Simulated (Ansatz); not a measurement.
System: sum formula AlClF₂, charge 0, multiplicity 1. 
Coordinates optimised at B3LYP-D3(BJ)/def2-TZVP (Ansatz, a program for electronic structure):
```
Al
F 1 1.6360
F 1 1.6360 2 118.87
Cl 1 2.0683 2 120.57 3 -180.00
```
Charge 0, spin multiplicity 1.

Quantity: vertical electron affinity (to the doublet state of charge -1; a negative value means that the extra electron is unbound and the number depends on the basis; each state is the SCF solution reached for its spin), in eV. Correlated levels leave the core frozen unless marked. Open shells are spin-unrestricted. No spin-orbit coupling. No relativistic terms. Anions need diffuse functions: aug- sets have them; def2-D sets add few. CBS(X,Y): correlation extrapolated as X^-3; Hartree-Fock from the larger set.

```csv
level,program,vertical electron affinity (eV)
wB97X-V/def2-TZVPD,Ansatz,…
CCSD/aug-cc-pV(T+d)Z,Ansatz,0.02
"CCSD(T)/CBS(aug-cc-pV(T+d)Z,aug-cc-pV(Q+d)Z)",Ansatz,…
```

Complete the blanks.


- wB97X-V/def2-TZVPD, vertical electron affinity (eV): -0.07
- CCSD(T)/CBS(aug-cc-pV(T+d)Z,aug-cc-pV(Q+d)Z), vertical electron affinity (eV): 0.11
